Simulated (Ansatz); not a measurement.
Consider the formal exchange of groups at the Si–C bond: `O[SiH2][CH2][GeH3]` + `C[Si](O)(O)O` → `O[SiH2]C[Si](O)(O)O` + `[CH3][GeH3]`.

Program: Ansatz. Geometries: PBE0-D4/def2-TZVP. ΔE: electronic, gas phase. CCSD(T)/CBS is the MP2 limit (def2-TZVPP, def2-QZVPP) plus CCSD(T) − MP2 in def2-TZVPP, frozen cores. Functionals use def2-TZVPP. For Ge outer-core shells are correlated without core-valence functions, which leaves a few kJ/mol of doubt a bond. Scalar relativity is left out up to krypton. Each species was taken in one conformer, which may not be the lowest.

| level | ΔE (kJ/mol) |
| --- | --- |
| ωB97M-V | -19.9 |
| B2PLYP | -16.2 |

(1) What does CCSD(T)/CBS give? (Best estimate.)

Largest T1 diagnostic among the species: 0.011.

## Answers

(1) Computed: -16.4 kJ/mol. The listed levels differ from it by -3.5, 0.2 kJ/mol.

The D4 term adds −4.4 kJ/mol with B3LYP and −2.6 kJ/mol with PBE0; it sums over pairs of atoms, weighted by their polarisabilities, and B3LYP, whose exchange is more repulsive, gets the larger term. In def2-TZVPP, CCSD(T) changes the Hartree–Fock value by −7.9 kJ/mol (the triples alone add −1.6 kJ/mol) and MP2 by −7.6 kJ/mol.

B3LYP here is the variant with VWN-RPA as its local correlation; programs differ in this.
